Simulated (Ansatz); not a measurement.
Computed with Ansatz.

C$_{3}$H$_{10}$Ga$_{2}$ (`[CH3][GaH][CH2][GaH][CH3]`) at its PBE0-D4/def2-TZVP geometry, where that method's forces vanish. Total charge 0; spin multiplicity 1.

```json
{"atom": "C1", "x (Å)": "-2.412", "y (Å)": "-0.523", "z (Å)": "0.543"}
{"atom": "Ga2", "x (Å)": "-1.444", "y (Å)": "1.155", "z (Å)": "0.181"}
{"atom": "C3", "x (Å)": "0.106", "y (Å)": "1.159", "z (Å)": "-1.021"}
{"atom": "Ga4", "x (Å)": "1.760", "y (Å)": "0.569", "z (Å)": "-0.145"}
{"atom": "C5", "x (Å)": "2.131", "y (Å)": "-1.353", "z (Å)": "0.080"}
{"atom": "H6", "x (Å)": "-2.286", "y (Å)": "-0.803", "z (Å)": "1.594"}
{"atom": "H7", "x (Å)": "-2.058", "y (Å)": "-1.348", "z (Å)": "-0.076"}
{"atom": "H8", "x (Å)": "-3.485", "y (Å)": "-0.396", "z (Å)": "0.379"}
{"atom": "H9", "x (Å)": "-1.881", "y (Å)": "2.491", "z (Å)": "0.897"}
{"atom": "H10", "x (Å)": "0.248", "y (Å)": "2.161", "z (Å)": "-1.432"}
{"atom": "H11", "x (Å)": "-0.107", "y (Å)": "0.439", "z (Å)": "-1.818"}
{"atom": "H12", "x (Å)": "2.771", "y (Å)": "1.641", "z (Å)": "0.418"}
{"atom": "H13", "x (Å)": "2.244", "y (Å)": "-1.593", "z (Å)": "1.141"}
{"atom": "H14", "x (Å)": "3.074", "y (Å)": "-1.619", "z (Å)": "-0.405"}
{"atom": "H15", "x (Å)": "1.340", "y (Å)": "-1.980", "z (Å)": "-0.335"}
```

For each bond, give half the difference of the two atoms' forces along it (eV/Å; positive pushes the atoms apart) under PBE-D4, r2SCAN-D4, B3LYP-D4, ωB97M-V in def2-TZVPP. (An estimate is asked.)

The calculation gave: 
| bond | length (Å) | PBE-D4 | r2SCAN-D4 | B3LYP-D4 | ωB97M-V |
| --- | --- | --- | --- | --- | --- |
| C1–Ga2 | 1.971 | -0.01 | -0.01 | 0.16 | 0.05 |
| C1–H6 | 1.094 | 0.12 | 0.00 | -0.06 | -0.04 |
| C1–H7 | 1.091 | 0.10 | -0.01 | -0.07 | -0.04 |
| C1–H8 | 1.093 | 0.11 | 0.00 | -0.06 | -0.05 |
| Ga2–C3 | 1.962 | 0.04 | 0.02 | 0.12 | 0.04 |
| Ga2–H9 | 1.577 | -0.01 | -0.10 | -0.10 | -0.12 |
| C3–Ga4 | 1.962 | 0.04 | 0.02 | 0.12 | 0.04 |
| C3–H10 | 1.092 | 0.09 | 0.00 | -0.11 | -0.06 |
| C3–H11 | 1.095 | 0.10 | 0.01 | -0.10 | -0.05 |
| Ga4–C5 | 1.971 | 0.00 | 0.00 | 0.16 | 0.05 |
| Ga4–H12 | 1.577 | -0.01 | -0.10 | -0.10 | -0.12 |
| C5–H13 | 1.094 | 0.12 | 0.00 | -0.06 | -0.05 |
| C5–H14 | 1.094 | 0.11 | 0.00 | -0.06 | -0.05 |
| C5–H15 | 1.091 | 0.10 | -0.01 | -0.07 | -0.04 |

B3LYP here is the variant with VWN-RPA as its local correlation; programs differ in this.
